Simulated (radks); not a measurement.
Q: The mean radii <r> (bohr) of the occupied orbitals of an atom or ion are listed with their occupations. Calculated with a radial shooting solver on a logarithmic mesh with Libxc functionals: Dirac Kohn-Sham, PBE, spin-unpolarised, spherical densities, finite nucleus; Fermi nuclear charge, rms radius of each element as measured or else 0.836 A^(1/3) + 0.57 fm.

orbital  occ.      <r>
1s1/2       2  0.08554
2s1/2       2   0.3916
2p1/2       2   0.3463
2p3/2       2   0.3483

Name the element and its charge. Open shells, if any, fill j = l - 1/2 first.

A: Z = 18, argon, charge +10: Ar10+ in [He] 2s2 2p4. The 1s radius gives Z: for a bare nucleus <r> = (2 gamma + 1)/(2Z) with gamma = sqrt(1 - (Z/c)^2), 0.08285 bohr for Z = 18, and screening makes it slightly larger (0.08554 here). The occupations add up to 8, and the charge is Z minus that.
